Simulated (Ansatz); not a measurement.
Other settings, tried on [Yb(H2O)6]3+ (YbO6H12³⁺).

```yaml
crystal:
  periodic: [false, false, false]
  atoms:
    - {symbol: Yb, position_ang: [-0.001512, 0.000796, -0.001480]}
    - {symbol: O, position_ang: [0.142662, 0.185166, 2.286359]}
    - {symbol: H, position_ang: [0.149105, 1.004378, 2.836929]}
    - {symbol: H, position_ang: [0.289621, -0.542542, 2.937174]}
    - {symbol: O, position_ang: [-0.137660, -0.184552, -2.289051]}
    - {symbol: H, position_ang: [-0.281202, 0.542762, -2.941332]}
    - {symbol: H, position_ang: [-0.141661, -1.003915, -2.839340]}
    - {symbol: O, position_ang: [2.283100, 0.191374, -0.178667]}
    - {symbol: H, position_ang: [2.950118, 0.276681, 0.543952]}
    - {symbol: H, position_ang: [2.826658, 0.128905, -1.000512]}
    - {symbol: O, position_ang: [-2.285601, -0.191910, 0.181314]}
    - {symbol: H, position_ang: [-2.827209, -0.131861, 1.004833]}
    - {symbol: H, position_ang: [-2.954328, -0.278823, -0.539459]}
    - {symbol: O, position_ang: [-0.183084, 2.284302, -0.199404]}
    - {symbol: H, position_ang: [-0.997834, 2.840516, -0.165758]}
    - {symbol: H, position_ang: [0.552446, 2.939924, -0.262493]}
    - {symbol: O, position_ang: [0.179194, -2.283075, 0.198239]}
    - {symbol: H, position_ang: [-0.556499, -2.938423, 0.263699]}
    - {symbol: H, position_ang: [0.993696, -2.839682, 0.164987]}
basis:
  gaussian: {orbitals: def2-mTZVPP, nuclear_model: gaussian}
total_charge: 3
magnetization: {spin_polarized: true, initial_magnetization: 1}
hamiltonian: {xc: {name: PBE-QIDH}}
scf: {omitted_lower_state_checks: [starts]}
output: {forces: true}
```

```sh
$ ansatz run in.yaml --threads 4 --pin off --events-out ev --progress --plain --max-ram 6963MiB
```

Shortened log:

```
Functional definition: PBE-QIDH
2351 factors; integrals over basis functions are off by at most 1.4e-3 eV
mean field evaluation 1: about -43892.8615 eV, gradient 1.4e2 eV
mean field evaluation 2: about -43892.8947 eV, gradient 1.4e2 eV
mean field evaluation 4: about -43930.1306 eV, gradient 6.8e1 eV
mean field evaluation 8: about -43935.4450 eV, gradient 4.2e-1 eV
mean field evaluation 16: about -43935.4717 eV, gradient 2.4e0 eV
mean field evaluation 32: about -43935.5105 eV, gradient 1.0e-2 eV
mean field -43935.51060585 eV, -1614.6002342061 hartree, gradient 1.9e-6 eV, S^2 0.750583; 0 other end points of the search recorded, 0 dependent functions left out
10 core orbitals not correlated: weight in the atoms' cores, before any rotation towards them, 1.000 or more for the frozen orbitals, at most 0.000 for the correlated occupied ones
reference -43935.51061664 eV, -1614.6002346027 hartree; 40, 39 occupied and 226, 227 virtual orbitals, 2351 factors
second order -72.00818686 eV of doubles, -0.00000000 eV of singles
Total energy: -43959.51334559 eV, -1615.4823186221 hartree
Atom 0 at    -0.001512     0.000796    -0.001480 Å, force     0.002166    -0.002671     0.005315 eV/Å
Atom 1 at     0.142662     0.185166     2.286359 Å, force     0.184015     0.068008     0.797936 eV/Å
Atom 2 at     0.149105     1.004378     2.836929 Å, force    -0.036687    -0.700594    -0.521132 eV/Å
Atom 3 at     0.289621    -0.542542     2.937174 Å, force    -0.168993     0.614153    -0.605076 eV/Å
Atom 4 at    -0.137660    -0.184552    -2.289051 Å, force    -0.179508    -0.061517    -0.806828 eV/Å
Atom 5 at    -0.281202     0.542762    -2.941332 Å, force     0.165050    -0.616556     0.612390 eV/Å
Atom 6 at    -0.141661    -1.003915    -2.839340 Å, force     0.032956     0.696717     0.521200 eV/Å
Atom 7 at     2.283100     0.191374    -0.178667 Å, force     0.820067    -0.068785    -0.087736 eV/Å
Atom 8 at     2.950118     0.276681     0.543952 Å, force    -0.629001    -0.046251    -0.607853 eV/Å
Atom 9 at     2.826658     0.128905    -1.000512 Å, force    -0.518088     0.085508     0.705431 eV/Å
Atom 10 at    -2.285601    -0.191910     0.181314 Å, force    -0.820519     0.063357     0.096691 eV/Å
Atom 11 at    -2.827209    -0.131861     1.004833 Å, force     0.520658    -0.081897    -0.712966 eV/Å
Atom 12 at    -2.954328    -0.278823    -0.539459 Å, force     0.627694     0.048812     0.603538 eV/Å
Atom 13 at    -0.183084     2.284302    -0.199404 Å, force    -0.020145     0.823684     0.068019 eV/Å
Atom 14 at    -0.997834     2.840516    -0.165758 Å, force     0.690715    -0.532426    -0.044225 eV/Å
Atom 15 at     0.552446     2.939924    -0.262493 Å, force    -0.629624    -0.614124     0.023159 eV/Å
Atom 16 at     0.179194    -2.283075     0.198239 Å, force     0.017866    -0.826549    -0.063979 eV/Å
Atom 17 at    -0.556499    -2.938423     0.263699 Å, force     0.632559     0.617573    -0.026885 eV/Å
Atom 18 at     0.993696    -2.839682     0.164987 Å, force    -0.691181     0.533557     0.042998 eV/Å
Dipole moment:     0.001431    -0.001207     0.001125 e Å
Checks for a lower state left out: starts
```

It took 6.9 min on 4 threads of Intel Xeon on a shared host, peak host memory 2.1 GiB.

In the def2 sets Yb takes a core potential; there is no spin–orbit coupling. Correlated methods freeze 10 core orbitals; core or outer-core shells of Yb are correlated, in sets that lack core-valence functions. With an open 4f shell the SCF may have ended on a state above the lowest.

The dipole of an ion depends on the origin.
